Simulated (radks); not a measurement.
Ru21+, configuration [Ar] 3d5. Method: scalar-relativistic Kohn-Sham, LDA (Slater exchange, VWN5 correlation), spin-polarised, spherical densities, finite nucleus; open shells are filled with parallel spins first (spin-orbit coupling, left out, can overturn this in heavy ions); Fermi nuclear charge, rms radius 4.4809 fm; computed with a radial shooting solver on a logarithmic mesh with Libxc functionals. Some entries of the table are withheld. Estimate them.

orbital,occ.,eigenvalue (eV),<r^2> (bohr^2),<1/r> (bohr^-1)
1s up,1,-22669.39,0.001513,45.82
1s down,1,-22669.10,0.001513,45.82
2s up,1,-3907.118,0.02488,10.39
2s down,1,-3895.208,0.02480,10.41
2p up,3,-3582.470,0.01955,10.07
2p down,3,-3573.270,0.01946,10.09
3s up,1,(1),0.1648,3.843
3s down,1,(2),0.1662,3.820
3p up,3,(3),0.1619,3.699
3p down,3,(4),0.1635,3.674
3d up,5,-953.3017,0.1364,3.513
3d down,0,-936.7460,0.1386,3.494

Answer. 
(1) 3s up eigenvalue (eV): -1218.616
(2) 3s down eigenvalue (eV): -1204.739
(3) 3p up eigenvalue (eV): -1112.496
(4) 3p down eigenvalue (eV): -1098.358
